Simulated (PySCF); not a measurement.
**Heteronuclear NMR**

Molfile (atoms numbered from 1):
```
C7H13NSi
     RDKit          3D

 22 21  0  0  0  0  0  0  0  0999 V2000
   -2.2091   -0.1668    1.7526 C   0  0  0  0  0  0  0  0  0  0  0  0
   -1.1268   -0.2209    0.9870 C   0  0  0  0  0  0  0  0  0  0  0  0
   -0.9889    0.3209   -0.2744 N   0  0  0  0  0  0  0  0  0  0  0  0
   -2.2422    1.2514   -1.0238 Si  0  0  0  0  0  4  0  0  0  0  0  0
    0.2034   -0.0839   -1.0100 C   0  0  2  0  0  0  0  0  0  0  0  0
    0.0937   -1.5387   -1.4867 C   0  0  0  0  0  0  0  0  0  0  0  0
    1.4090    0.0957   -0.2128 C   0  0  0  0  0  0  0  0  0  0  0  0
    2.3845    0.2312    0.4707 C   0  0  0  0  0  0  0  0  0  0  0  0
    3.5770    0.3961    1.2723 C   0  0  0  0  0  0  0  0  0  0  0  0
   -3.1220    0.3029    1.4333 H   0  0  0  0  0  0  0  0  0  0  0  0
   -2.2028   -0.5962    2.7377 H   0  0  0  0  0  0  0  0  0  0  0  0
   -0.2331   -0.7120    1.3535 H   0  0  0  0  0  0  0  0  0  0  0  0
   -3.4264    0.4302   -1.3052 H   0  0  0  0  0  0  0  0  0  0  0  0
   -1.6712    1.7265   -2.2846 H   0  0  0  0  0  0  0  0  0  0  0  0
   -2.5838    2.3760   -0.1530 H   0  0  0  0  0  0  0  0  0  0  0  0
    0.2821    0.5664   -1.8890 H   0  0  0  0  0  0  0  0  0  0  0  0
   -0.7824   -1.6483   -2.1223 H   0  0  0  0  0  0  0  0  0  0  0  0
    0.9828   -1.8167   -2.0484 H   0  0  0  0  0  0  0  0  0  0  0  0
   -0.0068   -2.2081   -0.6349 H   0  0  0  0  0  0  0  0  0  0  0  0
    3.3314    0.2976    2.3294 H   0  0  0  0  0  0  0  0  0  0  0  0
    4.3105   -0.3650    1.0073 H   0  0  0  0  0  0  0  0  0  0  0  0
    4.0104    1.3809    1.1003 H   0  0  0  0  0  0  0  0  0  0  0  0
  1  2  2  0
  2  3  1  0
  3  4  1  0
  3  5  1  0
  5  6  1  0
  5  7  1  0
  7  8  3  0
  8  9  1  0
  1 10  1  0
  1 11  1  0
  2 12  1  0
  4 13  1  0
  4 14  1  0
  4 15  1  0
  5 16  1  6
  6 17  1  0
  6 18  1  0
  6 19  1  0
  9 20  1  0
  9 21  1  0
  9 22  1  0
M  END
```

Calculated, not measured (PySCF 2.14): NMR shieldings at PBE0/pcSseg-1/GIAO, geometry: GFN2-xTB. Gas phase, one computed conformer, relativity neglected, fast rotation and ring inversion assumed for equivalent nuclei.

Question: Predict the ²⁹Si NMR data.

Answer: 
```csv
atoms,environment,σ (ppm),δ (ppm)
Si4,"silicon bonded to N, 3 H",403.5,-51.7
```

Shieldings were converted by a linear fit to measured shifts: ²⁹Si (scatter 8.9 ppm rms, 25.8 ppm with the 6 outliers that the fit left out vs TMS, solution or neat liquid). Occasional misses reach two or three times the rms, and more in compound classes unlike the fitted ones.

On a 600 MHz spectrometer ²⁹Si resonates near 119.2 MHz, so 1 ppm is 119.2 Hz.

Question: What are the ¹⁵N shifts?

Answer: 
```tsv
atoms	environment	σ (ppm)	δ (ppm)
N3	enamine nitrogen	183.6	-317.2
```

Shieldings were converted by a linear fit to measured shifts: ¹⁵N: δ = -148.07 − 0.921σ (rms 6.3 ppm, 71 shifts vs CH3NO2, solution or neat liquid). Occasional misses reach two or three times the rms, and more in compound classes unlike the fitted ones.

On a 500 MHz spectrometer ¹⁵N resonates near 50.7 MHz, so 1 ppm is 50.7 Hz.
